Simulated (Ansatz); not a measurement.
**AsO (charge +1): shapes and states compared**

Program: Ansatz, Gaussian basis, development build. Basis cc-pwCVTZ-PP on As, cc-pVTZ on O, scalar-relativistic core potentials (10 electrons on As), no spin–orbit coupling, 5 orbitals frozen in the corrections; active space CAS(10,8). Restricted Hartree–Fock, then the lowest state-specific CASSCF solution met for each case. Coupled cluster stands on the determinant that it favours, not always the lowest RHF. Single-reference values can break down or jump between states where bonds are stretched. Solutions in different active orbitals can move differences by tenths of an eV and at times more than 1 eV.

Case A, triplet: bond length 1.6240 Å.

Case B, singlet: the shape of A.

Energy less that of case A, in eV:

```json
{"case": "B", "RHF/ROHF": "-1.506", "CASSCF": "-4.095", "CCSD(T)": "-3.754"}
```

**Question.** Give the SC-NEVPT2 energies against case A.

**Answer.** B: -3.821 eV (-88.1 kcal/mol).

**Question.** Which case is lowest, and do the methods agree?

**Answer.** B is lowest in SC-NEVPT2. Of the methods shown, RHF/ROHF, CASSCF, CCSD(T) agree.
